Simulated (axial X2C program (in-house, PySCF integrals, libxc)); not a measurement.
Low determinants of BaB at the PBE0 level, two-component

All values were computed with an in-house all-electron X2C program for linear molecules (integrals from PySCF). Two-component (2c) means X2C with spin–orbit coupling and atomic mean-field two-electron Coulomb and Gaunt terms. Basis: Ba dyall-cv3z [14s14p9d5f1g], B dyall-v3z [7s6p2d1f] (cores contracted in-house); Gaussian nuclei, density fitting, unrestricted open shells. Masses: Ba 137.905 u, B 11.009 u.

Search at 2.505 Å (vertical energies from the lowest determinant):

| ΔE (eV) | state | electrons beyond evenly filled partner blocks | electrons in ±ω = 1/2, 3/2, 5/2, 7/2 |
| --- | --- | --- | --- |
| 0.00 | Ω = 3/2 | ω = 3/2 | 40 17 4 0 |
| 0.28 | Ω = 1/2 | 2 × ω = -1/2, ω = 3/2 | 40 17 4 0 |
| 0.63 | Ω = 1/2 | ω = 1/2 | 41 16 4 0 |
| 0.65 | Ω = 5/2 | 2 × ω = 1/2, ω = 3/2 | 40 17 4 0 |
| 0.83 | Ω = 1/2 | ω = 1/2 | 39 18 4 0 |
| 0.88 | Ω = 3/2 | 3 × ω = 1/2 | 41 16 4 0 |
| 1.70 | Ω = 7/2 | ω = -1/2, ω = 3/2, ω = 5/2 | 39 17 5 0 |

Lowest determinant, Ω = 3/2 (⟨Sz⟩ = 1.50, ⟨Lz⟩ = 0.00 at PBE0): Re = 2.504 Å, ωe = 424.6 cm⁻¹.

The determinant in row 2 of the search, Ω = 1/2 (⟨Sz⟩ = 0.50, ⟨Lz⟩ = 0.00 at PBE0), was followed along the bond at PBE0; measured from the minimum of the lowest determinant it gives:

Te = 0.282 eV (2274 cm⁻¹), Re = 2.497 Å, ωe = 413.2 cm⁻¹.

Problem. Compare the bond of the determinant in row 2 with that of the lowest one.

Solution. At PBE0 its Re is 0.007 Å shorter and its force constant, which goes as ωe², is 0.95 times that of the lowest determinant. This determinant mixes spin states, so it has no term energy of its own.

The search compares states at one distance, so a state with another bond length can lie lower; it is not exhaustive and yields mostly the lowest determinant of each block pattern, so other components and higher states of one pattern are missing. These are energies of single determinants, not of spin-adapted states; PBE0 term energies can be off by some tenths of an eV, and the functional has no current term. The lowest determinant need not be the ground state where others lie within half an eV.
